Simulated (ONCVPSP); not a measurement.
# nickel (Ni) ONCV: all-electron and pseudo phase curves

| Item | Value |
| --- | --- |
| Element | nickel (Ni) |
| Generator | ONCVPSP 4.0.1 |
| Type | optimised norm-conserving Vanderbilt (ONCV) |
| Functional | LDA (Perdew-Wang 92) |
| Relativity | scalar-relativistic |
| Frozen core | [Ne] |
| Valence charge | 18 |
| Reference configuration | 3s2 3p6 3d8 4s1 4p1 |
| Partial waves | 3s+4s: rc 1.00 bohr, ncon 4, nbas 7, qcut 12 1/bohr, 2 projectors; 3p+4p: rc 1.40 bohr, ncon 4, nbas 7, qcut 10.6 1/bohr, 3 projectors, debl 2.6 Ha; 3d: rc 1.30 bohr, ncon 4, nbas 8, qcut 12.9 1/bohr, 2 projectors, debl 3.9 Ha; f scattering state at 0.06 Ha: rc 1.35 bohr, ncon 4, nbas 8, qcut 8.9 1/bohr, 2 projectors, debl 3.9 Ha |
| Local potential | polynomial inside 0.75 bohr (lpopt 5, dvloc0 4 Ha) |
| Core correction | Teter function, fcfact 5.25, rcfact 1.8 |

The phase is arctan(r·R′/R) of the radial function R(r), unwrapped; energies in Ha, scanned from -6 to 5 Ha. A pole is an energy at which the radial function vanishes at the test radius. The pseudo phase is shifted by a multiple of π to meet the all-electron one at the reference energy, and phase errors are pseudo minus all-electron; the curves can meet again beyond the range given. Levels narrower than the energy grid can be missing from the lists of poles.

Task: For each channel, where are the poles, and over which energies does the pseudopotential scatter like the atom?

Result:

```csv
channel,radius (bohr),reference energy (Ha),"poles, all-electron","poles, pseudo",unbroken range about the reference energy with phases within 0.05 rad,phase error 1 Ha above the reference energy (rad)
s,1.01,-0.26,-1.80,-1.80,the whole range,+0.000
p,1.42,-0.08,-2.29,-2.29,the whole range,+0.000
d,1.32,-0.41,0.44,0.44,the whole range,+0.000
f,1.37,0.06,none,none,the whole range,+0.000
```

Phases in the d channel:

| E (Ha) | all-electron | pseudo |
| --- | --- | --- |
| -5.96 | 1.286 | 1.286 |
| -5.68 | 1.277 | 1.277 |
| -5.40 | 1.267 | 1.267 |
| -5.12 | 1.255 | 1.255 |
| -4.84 | 1.242 | 1.242 |
| -4.56 | 1.228 | 1.228 |
| -4.28 | 1.211 | 1.211 |
| -4.00 | 1.192 | 1.192 |
| -3.72 | 1.170 | 1.170 |
| -3.44 | 1.143 | 1.143 |
| -3.16 | 1.111 | 1.111 |
| -2.88 | 1.071 | 1.071 |
| -2.60 | 1.020 | 1.020 |
| -2.32 | 0.952 | 0.952 |
| -2.04 | 0.855 | 0.856 |
| -1.76 | 0.711 | 0.711 |
| -1.48 | 0.480 | 0.480 |
| -1.20 | 0.102 | 0.102 |
| -0.92 | -0.414 | -0.414 |
| -0.64 | -0.875 | -0.875 |
| -0.36 | -1.175 | -1.175 |
| -0.08 | -1.363 | -1.363 |
| 0.20 | -1.489 | -1.489 |
| 0.48 | -1.583 | -1.583 |
| 0.76 | -1.659 | -1.659 |
| 1.04 | -1.726 | -1.726 |
| 1.32 | -1.790 | -1.790 |
| 1.60 | -1.855 | -1.855 |
| 1.88 | -1.927 | -1.927 |
| 2.16 | -2.011 | -2.011 |
| 2.44 | -2.113 | -2.113 |
| 2.72 | -2.246 | -2.246 |
| 3.00 | -2.424 | -2.424 |
| 3.28 | -2.665 | -2.665 |
| 3.56 | -2.974 | -2.974 |
| 3.84 | -3.317 | -3.316 |
| 4.12 | -3.626 | -3.625 |
| 4.40 | -3.865 | -3.865 |
| 4.68 | -4.040 | -4.039 |
| 4.96 | -4.167 | -4.165 |
